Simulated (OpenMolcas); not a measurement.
# Multiconfigurational calculation on Cu2+

Cu2+ with its 6 nearest fluoride ions at 2.118 Å, on the Ca site of CsCaF3 (a = 4.526 Å, distance in the model lattice 2.263 Å). The rest of the host is ab initio model potentials to 7.6 Å, with orthogonalisation functions on the cations behind the ligands, and point charges beyond; the distance is set by hand and nothing relaxes. Ligand basis ANO-RCC-VDZP.

Input, with the lattice sites abridged:

```
&GATEWAY
Basis set
Cu.ANO-RCC-VTZP.
Cu1 0.0 0.0 0.0 Angstrom
End of basis
Basis set
F.ANO-RCC-VDZP.
L1 2.118000 0.000000 0.000000 Angstrom
L2 0.000000 2.118000 0.000000 Angstrom
L3 0.000000 0.000000 2.118000 Angstrom
End of basis
Basis set
Ca.EMB-AIMP.Lopez-Moraza.10s7p.1s1p.ECP.CsCaF3.
PseudoCharge
* 3 symmetry-unique lattice sites within 7.6 angstrom
End of basis
Basis set
Cs.EMB-AIMP.Lopez-Moraza.0s.0s.ECP.CsCaF3.
PseudoCharge
* 16 symmetry-unique lattice sites within 7.6 angstrom
End of basis
Basis set
Ca.EMB-AIMP.Lopez-Moraza.0s.0s.ECP.CsCaF3.
PseudoCharge
* 6 symmetry-unique lattice sites within 7.6 angstrom
End of basis
Basis set
F.EMB-AIMP.Lopez-Moraza.0s.0s.ECP.CsCaF3.
PseudoCharge
* 27 symmetry-unique lattice sites within 7.6 angstrom
End of basis
Symmetry
XYZ
AngMom=0.0 0.0 0.0
AMFI
RICD
XField
1537 Angstrom 0
* Evjen-weighted lattice charges
&SEWARD
&RASSCF
FileOrb=start.orb
Symmetry=1
Spin=2
nActEl=9 0 0
Inactive=18 21
Ras2=5 0
CIRoot=5 5 1
SDav=5
CIMx=300
Iter=150 100
PrWF=0.3
OrbListing=Nothing
MaxOrb=0
LevShft=1.0
>>> COPY $Project.JobIph JOB001
&RASSI
NrOfJobIphs=1 5
1 2 3 4 5
IphNames
JOB001
EJob
SpinOrbit
DIPRint=1.0
SOCoupling=1000.0
Subsets=2
Property=9
'ANGMOM' 1 'ANGMOM' 2 'ANGMOM' 3 'MLTPL  1' 1 'MLTPL  1' 2 'MLTPL  1' 3
'AMFI' 1 'AMFI' 2 'AMFI' 3
SOProperty=3
'ANGMOM' 1 'ANGMOM' 2 'ANGMOM' 3
```

Launched by
```bash
OMP_NUM_THREADS=1 MOLCAS_MEM=2457 MOLCAS_PROJECT=a pymolcas a.inp > a.log  # once for each step of the input, in one work folder
```

A driver script runs the steps one by one and writes start.orb anew before each from the orbitals found so far.

Output, cut to the results:

```
--- SEWARD ---
Basis set label: CU.ANO-RCC...6S5P3D2F1G.

      Electronic valence basis set:
      ------------------
      Associated Effective Charge  29.000000 au
      Associated Actual Charge     29.000000 au
      Nuclear Model: Point charge

      Shell  nPrim  nBasis  Cartesian Spherical Contaminant
         s      21       6        X
         p      15       5        X
         d      10       3                 X
         f       6       2                 X
         g       4       1                 X
                  Relativistic Douglas-Kroll-Hess integrals:
                    - DKH order of Hamiltonian: 2
                    - DKH order of Properties : 0
                  Atomic mean-field integrals
--- RASSCF ---
Wave function specifications:
      -----------------------------

      Number of closed shell electrons          78
      Number of electrons in active shells       9
      Max number of holes in RAS1 space          0
      Max nr of electrons in RAS3 space          0
      Number of inactive orbitals               39
      Number of active orbitals                  5
      Number of secondary orbitals             123
      Spin quantum number                      0.5
      State symmetry                             1
Orbital specifications:
      -----------------------

      Symmetry species                           1   2
                                                ag  au
      Frozen orbitals                            0   0
      Inactive orbitals                         18  21
      Active orbitals                            5   0
      RAS1 orbitals                              0   0
      RAS2 orbitals                              5   0
      RAS3 orbitals                              0   0
      Secondary orbitals                        61  62
      Deleted orbitals                           0   0
      Number of basis functions                 84  83
      Number of CSFs                             5
      Number of root(s) required                 5
      Iter CI   SX   CI       RASSCF       Energy    max ROT     max BLB   max BLB  Level Ln srch  Step   QN
          iter iter root      energy       change     param      element    value   shift minimum  type update
 Nr of preliminary CI iterations:   1
      Total energies have been shifted. Add                -2000.00 au
        1   1   13    0  -251.53282167    0.00E+00  -4.66E-02   21  27 1  3.35E-01*  1.48   0.00    SX    NO
        2   1   13    0  -252.21992298   -6.87E-01* -3.42E-02   21  33 1  1.35E-01*  1.13   0.00    SX    NO
        3   1   12    0  -252.31822977   -9.83E-02* -1.64E-02   21  24 2  4.94E-02*  1.09   0.00    SX    NO
        4   1   12    0  -252.33261464   -1.44E-02*  6.47E-03   21  24 2  2.75E-02*  1.05   0.00    SX    NO
        5   1   11    0  -252.33640006   -3.79E-03* -9.01E-03   21  24 2  1.76E-02*  1.05   1.74    QN   YES
        6   1   11    0  -252.33814695   -1.75E-03* -1.83E-03   19  25 1 -5.84E-03*  1.03   1.02    QN   YES
        7   1   10    0  -252.33830237   -1.55E-04* -1.25E-03    6  24 1  2.57E-03*  1.04   1.69    LS   YES
        8   1   10    0  -252.33833329   -3.09E-05* -6.00E-04    4  32 2 -5.34E-03*  1.04   1.01    QN   YES
        9   1    9    0  -252.33836964   -3.64E-05* -2.77E-04   21  27 1  9.64E-04*  1.04   1.34    QN   YES
       10   1    8    0  -252.33837331   -3.67E-06* -7.43E-05    6  34 2  2.15E-04*  1.04   1.12    QN   YES
       11   1    7    0  -252.33837354   -2.33E-07* -3.09E-05    6  34 2  1.21E-04*  1.04   1.42    LS   YES
       12   1    7    0  -252.33837357   -2.26E-08*  1.59E-05    6  34 2  8.23E-05   1.04   1.02    QN   YES
       13   1    6    0  -252.33837358   -1.37E-08*  2.38E-05    9  22 2 -2.99E-05   1.04   2.50    LS   YES
       14   1    6    0  -252.33837357    7.79E-09  -8.41E-06    6  34 2 -1.10E-04*  1.04   0.32    QN   YES
       15   1    6    0  -252.33837358   -1.09E-08* -4.74E-06    5  33 2 -4.02E-05   1.04   1.82    QN   YES
       16   1    5    0  -252.33837359   -2.53E-09  -1.78E-06    9  22 2 -5.24E-06   1.04   1.03    QN   YES
      Convergence after 16 iterations
       17   1    5    0  -252.33837359   -2.40E-09  -1.78E-06   21  24 2 -2.38E-06   1.04   1.03    QN   YES
      Natural orbitals and occupation numbers for root  1
      sym 1:   1.000000   2.000000   2.000000   2.000000   2.000000
      Natural orbitals and occupation numbers for root  2
      sym 1:   2.000000   2.000000   2.000000   2.000000   1.000000
...
--- RASSI ---
SPIN-FREE ENERGIES:
  (Shifted by EMIN (a.u.) =      -2252.3495231240)

 SF State       Relative EMIN(au)   Rel lowest level(eV)    D:o, cm**(-1)

     1             0.0000000000        0.0000000000              0.0000
     2             0.0000000000        0.0000000000              0.0000
     3             0.0185825580        0.5056571626           4078.4001
     4             0.0185825580        0.5056571626           4078.4001
     5             0.0185825580        0.5056571626           4078.4001
     Dipole printing threshold changed to   1.00000000E+00
Eigenvalues of complex Hamiltonian:
   -----------------------------------
  (Shifted by EMIN (a.u.) =      -2252.3495231240)

 SO State       Relative EMIN(au)   Rel lowest level(eV)    D:o, cm**(-1)

     1            -0.0009653731        0.0000000000              0.0000
     2            -0.0009653731        0.0000000000              0.0000
     3            -0.0009653731        0.0000000000              0.0000
     4            -0.0009653731        0.0000000000              0.0000
     5             0.0148964315        0.4316216909           3481.2637
     6             0.0148964315        0.4316216909           3481.2637
     7             0.0213909943        0.6083477475           4906.6555
     8             0.0213909943        0.6083477475           4906.6555
     9             0.0213909943        0.6083477475           4906.6555
    10             0.0213909943        0.6083477475           4906.6555
Weights of the five most important spin-orbit-free states for each spin-orbit state.

 SO State  Total energy (au)           Spin-free states, spin, and weights
 -------------------------------------------------------------------------------------------------------
    1        -0.000965       2 0.5  0.5667    1 0.5  0.3901    4 0.5  0.0208    3 0.5  0.0151    5 0.5  0.0073
    2        -0.000965       2 0.5  0.6313    1 0.5  0.3255    5 0.5  0.0218    4 0.5  0.0142    3 0.5  0.0072
...
```

Spin-orbit levels above the lowest (labels of O, the rotations of Oh):

| E (cm-1) | Degeneracy | Label | 2S+1 | g |
| --- | --- | --- | --- | --- |
| 0.0 | 4 | Γ8 | 2 |  |
| 3481 | 2 | Γ7 | 2 | 1.99 1.99 1.99 |
| 4907 | 4 | Γ8 | 2 |  |

An orbital doublet at a regular site is open to a Jahn-Teller distortion, which this geometry leaves out. Ligand-to-metal charge-transfer states are missing. With metal d orbitals alone and no dynamic correlation 10Dq can be off by a tenth to a fifth, either way, in oxide and fluoride hosts. No measured value stands beside these numbers; the geometry was set by hand and not optimised.

The RASSCF and RASSI steps took 10 s on 1 thread of Intel(R) Xeon(R) Platinum 8488C (Sapphire Rapids), on a shared host; the integral step is not counted.
